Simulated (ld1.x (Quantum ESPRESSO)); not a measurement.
Configuration tests for Mg (Z = 12) (TM semilocal)

ld1.x (Quantum ESPRESSO) 7.5 input, shortened:

```
&input
   title='Mg', zed=12., rel=1, dft='PW91', iswitch=3,
   config='[Ne] 3s1 3p1 3d-2'
 /
 &inputp
   pseudotype=1, tm=.true., lloc=0,
   nlcc=.false.
 /
3
2P  2  1   6.00   0.00  0.65  0.65  0.0
3D  3  2  -2.00   0.05  2.20  2.20  0.0
3S  1  0   1.00   0.00  2.25  2.25  0.0
 &test
   configts(1)='2p6 3s1 3p1'
 /
```

Occupied shells without a wave of their own: 3p. They enter only through the test configuration that unscreens the potential.

Energies are relative to the spin-unpolarised reference configuration 2p6 3s1 3p1; without spin polarisation the order of configurations can differ from experiment. The frozen-core shift is the all-electron ΔE with the core orbitals held at their reference shape minus the fully relaxed ΔE.

(1) Give the all-electron excitation energy and the error of the potential for: 2p6 3s2 3p0; 2p6 3s1 3p0; 2p6 3s0 3p0; 2p6 3s0 3p1; 2p5 3s2 3p0; 2p6 3s0 3p2; 2p6 3s1.5 3p0.

Levels in the configuration 2p6 3s0 3p1:

| level | all-electron (eV) | pseudo (eV) |
| --- | --- | --- |
| 2p | -57.641 | -57.467 |
| 3p | -7.820 | -7.801 |

## Answers

(1)

| valence configuration | charge | ΔE all-electron (eV) | error AE − PS (meV) | frozen-core shift (meV) |
| --- | --- | --- | --- | --- |
| 2p6 3s2 3p0 | 0 | -3.493 | +4.9 | +0.1 |
| 2p6 3s1 3p0 | +1 | 4.499 | +6.7 | +0.1 |
| 2p6 3s0 3p0 | +2 | 19.570 | +60 | +2.6 |
| 2p6 3s0 3p1 | +1 | 8.852 | +7.6 | +0.5 |
| 2p5 3s2 3p0 | +1 | 55.199 | -560 | +346 |
| 2p6 3s0 3p2 | 0 | 3.691 | -2.7 | +0.2 |
| 2p6 3s1.5 3p0 | +0.5 | -0.332 | +4.5 | 0.0 |

ld1.x printed “convergence not achieved” for 1 of the counted tests; its residual had stalled under 1e-8, short of the target of 1e-14. The 3p level has no wave, so the channel is fitted at the deeper level alone: the likely source of the large errors.
